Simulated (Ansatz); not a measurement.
H (SMILES [H-]), charge -1, singlet (a gas-phase anion, which may not be bound at this level). Base run: HF/6-311G** (Ansatz, an electronic-structure program).

Here is a job for Ansatz.
Ansatz 0.2 input:
```yaml
crystal:
  periodic: [false, false, false]
  atoms:
    - {symbol: H, position_ang: [0.00000000, 0.00000000, 0.00000000]}
basis:
  gaussian:
    orbitals: 6-311G__.json
hamiltonian:
  xc: hf
total_charge: -1
```
The basis file holds 6-311G** in the JSON format of the Basis Set Exchange.

The base run was repeated with changes; each row names its change, and settings that it needs were set with it.

```
change                                                          ΔE vs base (mEh)
--------------------------------------------------------------  ----------------
base                                                                       0.000
point_charge = charge:1.0 position_ang:0.7182, 0.4389, 2.8795             -176.7
forces = on                                                                0.000
accuracy = high                                                            0.000
fitting.mean_field = def2-universal-JKFIT                                 -0.323
nuclear_model = gaussian                                                   0.000
point_charge = charge:-1.0 position_ang:1.9866, 0.1704, 2.2415             175.9
fitting.mean_field = cc-pVTZ-JKFIT                                        -0.150
lower_state_search = off                                                   0.000
lower_state_search = full                                                  0.000
lower_state_search = light                                                 0.000
```

A gas-phase anion may not be bound at this level; its values then depend on the basis.
